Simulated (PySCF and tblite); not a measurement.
Results of a calculation; reference values are marked as such.
System: C₄H₃BrO₃, numbered as in [O:1]=[CH:2]/[C:3](=[CH:4]\[Br:5])[C:6](=[O:7])[OH:8].

Motion: shift of H on O8 from O8 to O7. GFN2-xTB gives an electronic barrier of 34.0 kcal/mol and a reaction energy of 0.2 kcal/mol.

Tunnelling of the moving H, left out here, will speed the real process. In real samples such hydrogens mostly exchange between molecules or through solvent, far faster than by this path. Spin–orbit effects of heavy atoms on shieldings are missing.

(1) What does BHandHLYP/pcSseg-1 + D3(BJ), IEF-PCM dimethylsulfoxide give on PBE0-D3(BJ)/def2-SVP geometries?

(2) And the level of the geometries itself, PBE0-D3(BJ)/def2-SVP?

Programs: tblite and PySCF.

Answers

(1) A barrier of 40.5 kcal/mol, 6.5 above the tight-binding barrier (from unrounded values), a reaction energy of 0.7 kcal/mol and, with GFN2-xTB thermal terms, ΔG‡(298 K) = 37.5 kcal/mol and k = 2×10⁻¹⁵ s⁻¹ (1 equivalent path).

(2) 33.0 kcal/mol.
